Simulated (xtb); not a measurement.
CH5F3Si2, SMILES [SiH2](C[SiH](F)F)F. All values are semi-empirical tight-binding results from xtb (GFN2-xTB unless named), good for trends rather than for accurate numbers. Coordinates come from a GFN2-xTB optimisation. The structure was generated by enumeration, and PubChem lists no compound with its InChIKey, so it may never have been made. Other conformers were not sampled.

Problem. Estimate the properties. (The exact figures need the calculation; the answer reports its results.)

Solution. 
orbital gap: 6.03 eV
dipole moment: 2.25 D
zero-point energy: 37.6 kcal/mol
G − E(el) at 298.15 K (modified RRHO): 16.1 kcal/mol
static polarisability (D4 model): 76.3 bohr³
solvation energy, GFN2-xTB/ALPB(water): 0.4 kcal/mol
solvation energy, GFN2-xTB/ALPB(acetonitrile): -1.0 kcal/mol
